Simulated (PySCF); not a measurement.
## Worked example: chemical shift, span and skew from a shielding tensor

CH7FO2Si2, SMILES C([SiH3])[Si](O)(F)O. Atoms are numbered in the order given.

```xyz
13

O      1.6181     1.2772     1.0886
Si     0.6483     0.4838    -0.0153
O      1.2591    -1.0480    -0.2027
F      0.7497     1.3239    -1.4235
C     -1.1449     0.3128     0.4432
Si    -1.8920    -1.3972     0.0820
H      1.6195     2.2476     1.0237
H      2.2266    -1.1132    -0.2791
H     -1.2607     0.5199     1.5281
H     -1.7302     1.0824    -0.1025
H     -1.2758    -2.4424     0.9656
H     -3.3740    -1.3599     0.3545
H     -1.6896    -1.7710    -1.3592
```

The structure is a stationary point at PBE-D3(BJ)/def2-SVP. The structure was generated by enumeration, and PubChem lists no compound with its InChIKey, so it may never have been made. One conformer was computed; it need not be the lowest.

GIAO shieldings from PBE0/pcSseg-1 in PySCF, non-relativistic, no solvent. The symmetric part of the tensor of F4 has the principal values 251.3, 268.0, 380.4 ppm. The same nucleus in CFCl3 has σ = 167.2 ppm at this level (PySCF, at its B3LYP-D3(BJ)/def2-TZVP geometry).

Work out the isotropic shielding, the ¹⁹F shift against CFCl3, the span and the skew.


σ(iso) = (σ11 + σ22 + σ33)/3 = 299.9 ppm. δ = σ(ref) − σ(iso) = 167.2 − (299.9) = -132.7 ppm.
Span Ω = σ33 − σ11 = 129.1 ppm. Skew κ = 3(σ(iso) − σ22)/Ω = 0.74. Tumbling in solution averages the tensor to δ; in a static solid the shielding alone would spread this spin-1/2 line over Ω.
